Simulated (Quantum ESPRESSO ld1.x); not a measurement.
Question: Radial electron density D(r) = 4 pi r^2 rho(r) of an atom or ion with 22 electrons. Calculated with ld1.x of Quantum ESPRESSO 7.5: Dirac Kohn-Sham, BLYP, spin-unpolarised, spherical densities, point nucleus.

r (bohr),D(r) (e/bohr)
0.004228,2.354
0.005505,3.699
0.007168,5.697
0.009334,8.548
0.01206,12.27
0.0157,17.07
0.02044,22.45
0.02662,27.51
0.03439,30.79
0.04478,31.24
0.0583,28.68
0.07592,25.32
0.09807,24.85
0.1277,29.01
0.1663,34.25
0.2165,33.41
0.2797,24.74
0.3642,15.07
0.4742,12.93
0.6175,15.72
0.804,14.86
1.039,9.324
1.352,3.744
1.761,0.9821
2.293,0.1693
2.962,0.01871
3.857,0.0008799

What is the nuclear charge?

Answer: Z = 26. The innermost maximum, from 1s, lies near gamma/Z bohr with gamma = sqrt(1 - (Z/c)^2) = 0.982, here 0.0378 bohr (found: 0.0407), and its height grows with Z. The density is that of the iron ion Fe4+ in [Ar] 3d4; the configuration itself is not fixed sharply by these data, and Z only to about a unit. D(r) has 3 maxima, at r = 0.0407, 0.186, 0.680 bohr, and minima at 0.0891, 0.441 bohr, inside which lie 2.12, 10.62 electrons.
